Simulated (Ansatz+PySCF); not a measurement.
## singlet AlCl₄(-): levels of theory in one basis

```xyz
5

Al    0.0000    0.0000    0.0000
Cl    1.1487    1.1487    1.1487
Cl    1.1487   -1.1487   -1.1487
Cl   -1.1487    1.1487   -1.1487
Cl   -1.1487   -1.1487    1.1487
```

Basis set: def2-SVP (spherical functions). Correlated methods keep 25 orbitals frozen. Charge -1, multiplicity 1.

Computed with Ansatz (development build ahead of 0.2.0); each method stands on the lowest determinant of its kind that the runs found.

```
     method  E − E(RHF) (eV)  <S²> of the determinant
        RHF             0.00                     0.00
    RHF-MP2           -16.07                        –
RHF-CCSD(T)           -17.62                        –
```

Q: What does RHF-CCSD give on the same scale?

A: -17.33 eV.

Q: Is a single determinant a sound starting point here?

A: By this sign, yes. Unrestricted orbitals gain 0.00 eV and <S²> is 0.00 against 0.00 for a pure state.

Caution: no diffuse functions for an anion.
